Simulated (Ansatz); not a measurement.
Cl2FH3Si2, SMILES F[SiH2][SiH](Cl)Cl.

Geometry optimised at B3LYP-D3(BJ)/def2-SVP. This is a generated structure with no PubChem entry under its InChIKey; it may be hypothetical. Other conformers were not sampled.

Two levels are set side by side: PBE/def2-SVPD (Ansatz, a quantum-chemistry and plane-wave program) and PBE0/def2-SVPD (Ansatz). Energy differences of separate SCF runs at the same geometry; the states with an electron removed or added have multiplicity 2 and 2. Differences are taken from unrounded values.

```tsv
quantity	PBE
vertical ionisation energy (eV)	9.98
vertical singlet–triplet gap (eV)	4.77
```

### Question
These are the PBE values. What does PBE0 give? (The exact figures need the calculation; the answer reports its results.)

### Answer

```csv
quantity,PBE0,PBE minus PBE0
vertical ionisation energy (eV),10.42,-0.44
vertical singlet–triplet gap (eV),5.19,-0.42
```
